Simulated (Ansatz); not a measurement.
```yaml
atoms:
  - { symbol: Be, position_ang: [-0.0051, -0.0048, -0.8994] }
  - { symbol: O, position_ang: [0.0062, 0.0052, 0.4403] }
```

RHF on singlet BeO was run in several spherical basis sets with Ansatz (development build ahead of 0.2.0). Caution for RHF: in another basis set an unrestricted determinant lies well below.

**Question.** Rank the basis sets by the total energy that they give, lowest first, with the distance from the lowest.
A. cc-pVTZ
B. cc-pVDZ
C. 6-31G(d)

**Answer.** A (0.00 eV), B (0.87 eV), C (0.98 eV).

Totals follow the description of the cores as much as that of the bonds, so this order isn't one of quality for chemistry.
